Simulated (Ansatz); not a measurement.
```yaml
crystal:
  periodic: [false, false, false]
  atoms:
    - {symbol: F, position_ang: [-1.324028, -1.419380, 0.175792]}
    - {symbol: C, position_ang: [-0.533229, -0.398300, -0.379627]}
    - {symbol: Si, position_ang: [1.297455, -0.794460, -0.099758]}
    - {symbol: Al, position_ang: [-1.097123, 1.344489, 0.322424]}
    - {symbol: F, position_ang: [-0.447796, 2.688621, -0.361585]}
    - {symbol: Cl, position_ang: [-2.430518, 1.554899, 1.897305]}
    - {symbol: H, position_ang: [-0.701541, -0.397383, -1.466581]}
    - {symbol: H, position_ang: [1.633647, -2.135691, -0.639882]}
    - {symbol: H, position_ang: [1.605510, -0.752833, 1.353524]}
    - {symbol: H, position_ang: [2.080724, 0.258837, -0.798412]}
basis:
  gaussian: {orbitals: def2-mTZVPP}
total_charge: 1
magnetization: {spin_polarized: true, initial_magnetization: 1}
hamiltonian: {xc: {name: HF}}
correlation: {active_space: {window: {electrons: 2, orbitals: 1}}}
output: {forces: true}
```

```sh
$ ansatz run in.yaml --threads 4 --pin off --events-out ev --progress --plain --max-ram 10444MiB
```

Problem. How does Ansatz answer? (Estimate.)

Solution. Computed: The input was rejected before any iteration.
```
Error: invalid value for `correlation.active_space`: it starts from restricted Hartree–Fock orbitals; set hamiltonian.xc: hf without magnetization.spin_polarized
```
